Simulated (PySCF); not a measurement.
How methods differ on the interval between two levels of Pt

Pt [Xe] 4f14 5d9 6s1 [3D3, M_J = 3] → Pt [Xe] 4f14 5d8 6s2 [3F4, M_J = 4], as a difference of total energies. Computed with PySCF 2.14 in x2c-TZVPall-2c with one added diffuse shell each of s, p, d type (12s12p11d2f, 117 functions), with the two-component X2C-1e Hamiltonian. Correlated levels: [Kr] 4d10 4f14 frozen; the 34 highest virtual spinors dropped. "Screened" scales the spin-orbit matrix elements by Boettger's factors to mimic the two-electron term; Breit and QED terms are absent.

| method | interval between two levels (cm⁻¹) |
| --- | --- |
| GHF (screened spin-orbit) | 256.57 |
| GMP2 (screened spin-orbit) | -404.66 |

Errors of the correlated levels include the incompleteness of this basis and the frozen core.

The labels give the starting determinants; with spin-orbit coupling the two ends relaxed to ⟨J²⟩ = 12.04, ⟨L²⟩ = 6.20, ⟨S²⟩ = 2.18 and ⟨J²⟩ = 20.01, ⟨L²⟩ = 12.42, ⟨S²⟩ = 2.11.

For comparison: 823.68 cm⁻¹ (measured; NIST Handbook of Basic Atomic Spectroscopic Data (Sansonetti and Martin, J. Phys. Chem. Ref. Data 34, 1559 (2005))).
